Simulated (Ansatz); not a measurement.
Input (CCSDT(Q)/cc-pVDZ; Ansatz, a first-principles code):

Ansatz 0.2 input:
```yaml
crystal:
  periodic: [false, false, false]
  atoms:
    - {symbol: F, position_ang: [0.00703799, -0.00826398, 1.77255003]}
    - {symbol: C, position_ang: [0.00172779, -0.00202877, 0.43515239]}
    - {symbol: Br, position_ang: [1.77711005, -0.52892945, -0.18632741]}
    - {symbol: Br, position_ang: [-0.43079796, 1.80533542, -0.16667801]}
    - {symbol: Br, position_ang: [-1.34841806, -1.27393316, -0.17739071]}
basis:
  gaussian:
    orbitals: cc-pVDZ
magnetization: {spin_polarized: false}
correlation: {method: ccsdt_q, electrons: outside_noble_gas}
```

Output:

```
Functional definition: HF
integrals: 0.28 GiB planned
2146 factors; integrals over basis functions are off by at most 1.6e-7 eV
mean field: 1.65 GiB planned
mean field evaluation 1: about -213724.8428 eV, gradient 4.1e1 eV
mean field evaluation 2: about -213725.1904 eV, gradient 4.1e1 eV
mean field evaluation 4: about -213729.5878 eV, gradient 2.8e0 eV
mean field evaluation 8: about -213729.6552 eV, gradient 3.0e-1 eV
mean field evaluation 16: about -213725.8618 eV, gradient 4.0e1 eV
mean field -213729.65562611 eV, -7854.4199730958 hartree, gradient 9.2e-6 eV, S^2 0.000000; 0 other end points of the search recorded, 0 dependent functions left out
44 core orbitals not correlated
reference -213729.65562611 eV, -7854.4199730958 hartree; 16, 16 occupied and 49, 49 virtual orbitals, 2146 factors
second order -18.40552729 eV of doubles, -0.00000000 eV of singles
coupled cluster: 3.35 GiB planned
cycle   1  -18.59321232 eV  change   -1.9e-1 eV  update   1.3e-1
cycle   2  -19.32142588 eV  change   -7.3e-1 eV  update   6.5e-2
cycle   3  -19.73805482 eV  change   -4.2e-1 eV  update   2.4e-2
cycle   4  -19.71861329 eV  change    1.9e-2 eV  update   8.3e-3
cycle   5  -19.70807613 eV  change    1.1e-2 eV  update   4.4e-3
cycle   6  -19.70578908 eV  change    2.3e-3 eV  update   1.9e-3
cycle   7  -19.70832206 eV  change   -2.5e-3 eV  update   6.0e-4
cycle   8  -19.70826888 eV  change    5.3e-5 eV  update   2.9e-4
cycle   9  -19.70780168 eV  change    4.7e-4 eV  update   1.3e-4
cycle  10  -19.70794000 eV  change   -1.4e-4 eV  update   5.6e-5
cycle  11  -19.70781273 eV  change    1.3e-4 eV  update   2.6e-5
cycle  12  -19.70778521 eV  change    2.8e-5 eV  update   1.0e-5
cycle  13  -19.70779939 eV  change   -1.4e-5 eV  update   4.5e-6
cycle  14  -19.70779447 eV  change    4.9e-6 eV  update   1.7e-6
cycle  15  -19.70779361 eV  change    8.7e-7 eV  update   8.5e-7
perturbative correction -0.05067733 eV, -0.0018623574 hartree
Total energy: -213749.41409705 eV, -7855.1460835099 hartree
```
